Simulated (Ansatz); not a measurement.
Computed with Ansatz on PBE0-D4/def2-TZVP structures; ΔE is electronic, products minus reactants. CCSD(T)/CBS adds triple-zeta CCSD(T) − MP2 to the extrapolated MP2 energy (def2 sets, frozen cores). This one scheme is used for every species. DFT in def2-TZVPP. B3LYP here is the variant with VWN-RPA as its local correlation; programs differ in this. def2 core potentials past Kr. For Sn outer-core shells are correlated without core-valence functions, which leaves a few kJ/mol of doubt a bond. One conformer a species, not always the lowest.

`CC(C)[O][Sn][SH]` + HCl → `CC(C)Cl` + `[OH][Sn][SH]`  (substitution at a C–O bond)

```tsv
level	ΔE (eV)
B3LYP-D4	-0.15
ωB97X-V	-0.21
ωB97M-V	-0.22
PBE0	-0.29
MP2/def2-TZVPP	-0.19
SCS-MP2/def2-TZVPP	-0.21
CCSD/def2-TZVPP	-0.17
CCSD(T)/def2-TZVPP	-0.15
```

Problem. What does CCSD(T)/CBS give? (Estimate.)

Solution. Computed: -0.19 eV. The listed levels differ from it by 0.04, -0.02, -0.03, -0.10, 0.00, -0.02, 0.02, 0.04 eV.

Largest T1 diagnostic among the species: 0.017.

The D4 term adds +0.14 eV with B3LYP and +0.09 eV with PBE0; it sums over pairs of atoms, weighted by their polarisabilities, and B3LYP, whose exchange is more repulsive, gets the larger term. In def2-TZVPP, CCSD(T) changes the Hartree–Fock value by +0.14 eV (the triples alone add +0.02 eV) and MP2 by +0.10 eV.
